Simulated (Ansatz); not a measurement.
Mulliken charges of Cl3FGe (`[F][Ge]([Cl])([Cl])[Cl]`) from ωB97M-V/def2-TZVPP in Ansatz (PBE0-D4/def2-TZVP geometry).

| atom | x (Å) | y (Å) | z (Å) | charge (e) |
| --- | --- | --- | --- | --- |
| F1 | -0.964 | 0.201 | 1.432 | -0.329 |
| Ge2 | -0.013 | -0.010 | 0.026 | 0.907 |
| Cl3 | 1.474 | -1.435 | 0.466 | -0.193 |
| Cl4 | -1.286 | -0.685 | -1.511 | -0.193 |
| Cl5 | 0.838 | 1.856 | -0.455 | -0.193 |

**Question.** By hand: the dipole of these point charges (1 e Å = 4.8032 D).

**Answer.** Σ q r = (0.107, -0.024, -0.158) e Å, of length 0.192 e Å = 0.92 D.

**Question.** How does the dipole of the full density compare? (An estimate is asked.)

**Answer.** Ansatz gave: (0.108, -0.024, -0.159) e Å, 0.93 D; the point charges give 0.99 times that, at 0° from its direction.

Point charges leave out the atoms' own dipoles, such as those of lone pairs, and Mulliken's split depends on the basis, so the close match here is no proof of good charges.
